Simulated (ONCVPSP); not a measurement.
**zirconium, ONCV: configuration errors across variants**

```
Element                 : zirconium
Generator               : ONCVPSP 4.0.1
Type                    : optimised norm-conserving Vanderbilt (ONCV)
Functional              : PBE
Relativity              : scalar-relativistic
Frozen core             : [Kr]
Valence charge          : 4
Reference configuration : 4d2 5s1 5p1
Partial waves           : 5s: rc 3.00 bohr, ncon 3, nbas 7, qcut 2 1/bohr, 2 projectors, debl 2.2 Ha; 5p: rc 4.00 bohr, ncon 4, nbas 8, qcut 1.8 1/bohr, 3 projectors, debl 0.8 Ha; 4d: rc 2.45 bohr, ncon 4, nbas 9, qcut 5 1/bohr, 2 projectors, debl 3.1 Ha
Local potential         : polynomial inside 1.70 bohr (lpopt 5, dvloc0 0 Ha)
Core correction         : none
```

All-electron excitation energies from the reference (eV): (1) 4d2 5s2 5p0 -3.042; (2) 4d2 5s1 5p0 4.096; (3) 4d3 5s1 5p0 -1.847.

A true bound ghost makes a file unfit for plane-wave use even where its test errors are small: the radial tests pick states by their node count and pass the ghost by.

Errors AE − PS in meV (a dash: test not solved or not reliable):

```csv
change,(1),(2),(3),bound ghosts,GHOST(+) flags above zero
base,+7.3,+1.2,-4.1,s,"p, d"
p: qcut 1.1,+8.6,+1.0,-1.7,s,"p, d"
p: qcut 1.4,+8.9,+1.0,-1.3,s,"p, d"
p: qcut 1.7,+7.9,+1.2,-3.0,s,"p, d"
p: qcut 2.1,+5.6,+1.5,-7.2,s,"p, d"
p: qcut 2.4,+4.2,+1.7,-9.8,s,"p, d"
```

Give the same row for: p: qcut 2.6.

+3.5, +1.8, -11; bound ghosts: s; GHOST(+) flags above zero: p, d.
